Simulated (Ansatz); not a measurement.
Mulliken charges of Cl3H3OSiTi (`[SiH3][O][Ti]([Cl])([Cl])[Cl]`) from PBE/def2-TZVPP in Ansatz (PBE0-D4/def2-TZVP geometry).

```
atom   x (Å)   y (Å)   z (Å)  charge (e)
 Si1   0.255  -1.466   0.977       0.311
  O2   0.023  -0.100   0.066      -0.504
 Ti3  -0.215   1.333  -0.897       0.858
 Cl4  -1.650   0.887  -2.476      -0.186
 Cl5   1.695   1.921  -1.765      -0.186
 Cl6  -0.980   2.921   0.385      -0.186
  H7   1.687  -1.838   0.895      -0.036
  H8  -0.599  -2.543   0.422      -0.036
  H9  -0.128  -1.160   2.375      -0.036
```

Problem. By hand: the dipole of these point charges (1 e Å = 4.8032 D).

Solution. Σ q r = (0.023, -0.128, 0.085) e Å, of length 0.155 e Å = 0.74 D.

Problem. How does the dipole of the full density compare? (Best estimate.)

Solution. The calculation gave: (0.070, -0.416, 0.278) e Å, 2.43 D; the point charges give 0.30 times that, at 1° from its direction.

Point charges leave out the atoms' own dipoles, such as those of lone pairs, and Mulliken's split depends on the basis, so the two needn't agree.
